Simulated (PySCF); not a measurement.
Excitations are Tamm–Dancoff values on a coarser integration grid. The basis has no diffuse functions, so Rydberg states are missing or too high.

Z-matrix (Å, degrees):
```
Si
O 1 1.6608
H 2 0.9585 1 117.33
H 1 1.4959 2 110.81 3 -64.24
Si 1 2.3375 4 108.41 2 116.01
H 5 1.4899 1 110.25 4 168.18
H 5 1.4911 6 108.07 1 117.72
Si 5 2.3381 6 110.17 7 120.43
H 8 1.4859 5 109.87 6 58.20
H 8 1.4876 9 108.92 5 -119.88
H 8 1.4882 9 108.85 10 -118.27
Si 1 2.3467 4 107.39 2 -123.13
H 12 1.4878 1 110.89 4 -174.54
H 12 1.4888 13 108.79 1 -120.28
H 12 1.4910 13 108.21 14 -117.60
```
Charge 0, multiplicity 1.

What is the computed total energy, S1 oscillator strength, LUMO, HOMO and T1 excitation (TDA) (PySCF with PBE0-D3(BJ)/def2-TZVP)?


The total energy comes out as -33707.99 eV and the S1 oscillator strength comes out as 0.116. The LUMO comes out as -0.91 eV, the HOMO is -7.45 eV and the T1 excitation (TDA) is 4.67 eV.
